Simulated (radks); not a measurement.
Spherical quantum dot in the effective-mass picture: electrons in a hard-walled sphere of radius 1.53, with a point charge +1 (a donor) at the centre, all in effective atomic units (hartree* = m*/eps^2 hartree, bohr* = eps/m* bohr), one dielectric constant everywhere. Method: non-relativistic Kohn-Sham, PBEsol, spin-polarised, spherical densities; computed with a radial shooting solver with Libxc functionals. Levels are named by radial order and angular momentum (1s, 1p, 1d, 2s, ...), and open shells are averaged over m. Results are scaled to m* = 0.029 and eps = 8.4, for which hartree* = 11.18 meV and bohr* = 15.33 nm.

N = 4, configuration 1s2 1p(up 2, down 0). This is the lowest configuration that the search found. Occupied and some empty levels:

level    occupation  eigenvalue (meV)  <r> (nm)
1s up             1            44.396     11.40
1s down           1            46.683     11.27
1p up             2            70.312     13.95
1p down           0            73.162     13.92
1d up             0            101.10     15.26
1d down           0            104.08     15.26
2s up             0            110.18     11.50
2s down           0            111.87     11.58
1f up             0            138.03     16.15
1f down           0            141.00     16.16

Energy (meV): total 144.547, kinetic 144.52, external -65.211, Hartree 96.776, exchange-correlation -31.540.

Electron density:

r (nm)  n(r) (e/nm^3)
1.12        0.0004291
2.29        0.0003776
3.47        0.0003387
4.64        0.0003092
5.82        0.0002862
6.99        0.0002670
8.17        0.0002493
9.34        0.0002314
10.5        0.0002119
11.7        0.0001901
12.9        0.0001658
14.0        0.0001395
15.2        0.0001122
16.4       0.00008506
17.6       0.00006007
18.7       0.00003818
19.9       0.00002092
21.1        9.008e-06
22.3        2.140e-06
23.4        5.936e-09
